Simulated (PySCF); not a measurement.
A series of related molecules.

All values: PBE0/pcSseg-1 (PySCF) at PBE0-D3(BJ)/def2-SVP geometries, gas phase, one conformer each.

Question: Rank by dipole moment, lowest first.
A. `[cH:1]1[cH:2][c:3]([SiH:4]2[CH2:5][CH2:6]2)[cH:7][cH:8][n:9]1` with C2–C3–Si4–C5 154°
B. `[CH2:1]=[CH:2][SiH:3]1[CH2:4][CH2:5]1` with C1–C2–Si3–C4 -27°
C. `[cH:1]1[cH:2][o:3][c:4]([SiH:5]2[CH2:6][CH2:7]2)[cH:8]1` with O3–C4–Si5–C6 101°
D. `[CH2:1]=[N:2][SiH:3]1[CH2:4][CH2:5]1` with C1–N2–Si3–C4 153°

Answer: B (0.58 D), C (1.00 D), D (1.44 D), A (1.95 D).

Question: Rank by HOMO energy, lowest first.
A. `C1=CC([SiH]2CC2)=CC=N1`
B. `C=N[SiH]1CC1`
C. `c1coc([SiH]2CC2)c1`

Answer: A (-6.85 eV), B (-6.72 eV), C (-6.49 eV).

Question: Rank by LUMO energy, highest first.
A. `c1coc([SiH]2CC2)c1`
B. `C=C[SiH]1CC1`
C. `C=N[SiH]1CC1`
D. `c1nccc(c1)[SiH]1CC1`

Answer: A (-0.36 eV), B (-0.77 eV), C (-0.98 eV), D (-1.33 eV).

All values together:

```csv
SMILES,formula,μ (D),HOMO (eV),LUMO (eV),lowest IAO charge (e),highest IAO charge (e),lowest Hirshfeld charge (e),highest Hirshfeld charge (e)
c1cc([SiH]2CC2)ccn1,C7H9NSi,1.95,-6.85,-1.33,-0.525 (C),+0.797 (Si),-0.168 (C),+0.319 (Si)
C=C[SiH]1CC1,C4H8Si,0.58,-6.50,-0.77,-0.527 (C),+0.796 (Si),-0.170 (C),+0.315 (Si)
C=N[SiH]1CC1,C3H7NSi,1.44,-6.72,-0.98,-0.534 (C),+0.911 (Si),-0.232 (N),+0.344 (Si)
c1coc([SiH]2CC2)c1,C6H8OSi,1.00,-6.49,-0.36,-0.530 (C),+0.802 (Si),-0.169 (C),+0.314 (Si)
```

Conformers: `[cH:1]1[cH:2][c:3]([SiH:4]2[CH2:5][CH2:6]2)[cH:7][cH:8][n:9]1` with C2–C3–Si4–C5 154°; `[CH2:1]=[CH:2][SiH:3]1[CH2:4][CH2:5]1` with C1–C2–Si3–C4 -27°; `[CH2:1]=[N:2][SiH:3]1[CH2:4][CH2:5]1` with C1–N2–Si3–C4 153°; `[cH:1]1[cH:2][o:3][c:4]([SiH:5]2[CH2:6][CH2:7]2)[cH:8]1` with O3–C4–Si5–C6 101°.
